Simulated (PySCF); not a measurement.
## Spinor energies of P⁹⁺ (phosphorus, charge +9)

Start: [He] 2s2 2p2; 2p1/2 filled at m_j = -1/2, +1/2. Calculated with PySCF 2.14 in an even-tempered Gaussian basis (18 s from 1.2 bohr⁻², ratio 2.4; 11 p from 1.6 bohr⁻², ratio 2.4; 5 d from 6.8 bohr⁻², ratio 2.6; 5 f from 10 bohr⁻², ratio 2.6): generalised Hartree-Fock with the X2C-1e Hamiltonian and a Gaussian nucleus; one run each with spin-orbit coupling (SO) switched off, then screened by Boettger's factors.

```
spinor shell  electrons  ε, spin-free (eV)  ε, screened SO (eV)  weight of nominal j (screened SO)  rms radius, screened SO (bohr)
       1s1/2          2            -2516.4              -2516.3                              1.000                           0.119
       2s1/2          2            -455.10              -455.07                              1.000                           0.504
       2p1/2          2            -426.01              -426.20                              0.548                           0.450
```

```
   quantity   spin-free  screened SO
E (hartree)  -292.48594   -292.50297
        M_J           0            0
       ⟨J²⟩       2.001        1.797
       ⟨L²⟩       2.000        1.994
       ⟨S²⟩       2.001        1.994
```

The determinant has a definite M_J but mixes levels of different J.

Each row is a mean over spinors that exchange with the open shell spreads, by up to 21.935 eV (2s1/2).

Rows whose weight is well below 1 are mixtures of j = l ± 1/2: exchange outweighs spin-orbit coupling there, and the label is only the starting occupation.

Without spin-orbit coupling the j labels of p, d and f shells carry no meaning; the spin-free column gives the mean over the occupied spinors of each nl shell.
